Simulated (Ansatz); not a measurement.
```yaml
crystal:
  periodic: [false, false, false]
  atoms:
    - {symbol: Cu, position_ang: [0.582207, -0.277756, 1.157803]}
    - {symbol: Mn, position_ang: [0.936607, 0.514238, -1.104094]}
    - {symbol: Mn, position_ang: [-1.518814, -0.236483, -0.053709]}
basis:
  gaussian: {orbitals: STO-3G, nuclear_model: gaussian}
magnetization: {spin_polarized: true, initial_magnetization: 1}
hamiltonian: {xc: {name: CAM-B3LYP}, dispersion: d3bj}
output: {forces: true}
```

```sh
$ ansatz run in.yaml --threads 4 --pin off --events-out ev --progress --plain --max-ram 3916MiB
```

Shortened log:

```
Functional definition: CAM-B3LYP
647 factors; integrals over basis functions are off by at most 1.1e-3 eV
144 factors; integrals over basis functions are off by at most 1.3e-5 eV
mean field evaluation 1: about -105395.1342 eV, gradient 1.4e2 eV
mean field evaluation 2: about -105839.5815 eV, gradient 7.5e1 eV
mean field evaluation 4: about -105981.3201 eV, gradient 7.2e1 eV
mean field evaluation 8: about -105981.3292 eV, gradient 7.2e1 eV
mean field evaluation 16: about -106089.3724 eV, gradient 1.8e1 eV
mean field evaluation 32: about -106095.3247 eV, gradient 3.0e0 eV
mean field evaluation 64: about -106095.7291 eV, gradient 1.0e-3 eV
mean field evaluation 96: about -105953.2865 eV, gradient 2.9e1 eV
mean field evaluation 128: about -106059.8300 eV, gradient 1.6e1 eV
mean field evaluation 160: about -105897.6567 eV, gradient 5.0e1 eV
mean field evaluation 192: about -106002.8294 eV, gradient 2.8e1 eV
mean field evaluation 224: about -105992.8395 eV, gradient 3.0e1 eV
mean field evaluation 256: about -105978.2393 eV, gradient 3.0e1 eV
mean field evaluation 288: about -105998.6566 eV, gradient 3.1e1 eV
mean field evaluation 320: about -106079.3206 eV, gradient 2.1e1 eV
mean field evaluation 352: about -106064.1794 eV, gradient 2.2e1 eV
mean field evaluation 384: about -106097.5964 eV, gradient 6.1e-1 eV
mean field evaluation 416: about -106097.9716 eV, gradient 3.4e-6 eV
mean field evaluation 448: about -106097.8789 eV, gradient 1.3e-1 eV
mean field evaluation 480: about -106097.9685 eV, gradient 1.0e-8 eV
mean field evaluation 512: about -106098.5844 eV, gradient 1.3e0 eV
mean field evaluation 544: about -106096.1840 eV, gradient 4.0e0 eV
mean field evaluation 576: about -106098.7609 eV, gradient 2.7e-4 eV
mean field evaluation 608: about -106098.8060 eV, gradient 5.8e-1 eV
mean field evaluation 640: about -106074.4316 eV, gradient 2.7e1 eV
mean field evaluation 672: about -106097.2862 eV, gradient 8.6e0 eV
mean field evaluation 704: about -106095.4851 eV, gradient 1.0e-1 eV
mean field evaluation 736: about -106097.5904 eV, gradient 2.7e-4 eV
mean field evaluation 768: about -106097.9715 eV, gradient 2.8e-2 eV
mean field evaluation 800: about -106095.6173 eV, gradient 4.9e-1 eV
mean field evaluation 832: about -106097.1329 eV, gradient 4.2e0 eV
mean field -106098.76387318 eV, -3899.0576560142 hartree, gradient 4.1e-8 eV, S^2 6.584513; 22 other end points of the search recorded, 0 dependent functions left out
reference -106098.76396934 eV, -3899.0576595481 hartree; 40, 39 occupied and 14, 15 virtual orbitals, 647 factors
Total energy: -106098.86889745 eV, -3899.0615155851 hartree
Atom 0 at     0.582207    -0.277756     1.157803 Å, force    -0.757146     0.739230    -2.672571 eV/Å
Atom 1 at     0.936607     0.514238    -1.104094 Å, force    -1.058268    -0.943381     2.366015 eV/Å
Atom 2 at    -1.518814    -0.236483    -0.053709 Å, force     1.815414     0.204151     0.306556 eV/Å
Dipole moment:    -0.509312     0.167205    -0.778937 e Å
```

It took 2.5 min on 4 threads of Arm Neoverse V2 on a shared host.

The charge 0 doublet is spin-contaminated (final ⟨S²⟩ up to 6.58, 0.75 for a pure state).
